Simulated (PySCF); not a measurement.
C4H4F2O2, SMILES FC(F)=C1COCO1.

Geometry optimised at B3LYP-D3(BJ)/def2-SVP. The structure was generated by enumeration, and PubChem lists no compound with its InChIKey, so it may never have been made. The values are those of a single conformer.

Calculation: SMD-B3LYP/def2-SVP (PySCF).

Solvation free energies are E(SMD) − E(gas) at the gas-phase geometry, for 1 M in both phases. In vacuum the dipole moment is 1.72 D.

```json
[
 {"solvent": "water", "ΔG(solv) (kcal/mol)": "-1.7", "its non-electrostatic (CDS) part": "4.8", "dipole (D)": "2.23"},
 {"solvent": "benzene", "ΔG(solv) (kcal/mol)": "-2.4", "its non-electrostatic (CDS) part": "-0.5", "dipole (D)": "1.95"},
 {"solvent": "ethylethanoate", "ΔG(solv) (kcal/mol)": "-3.4", "its non-electrostatic (CDS) part": "-0.2", "dipole (D)": "2.12"}
]
```
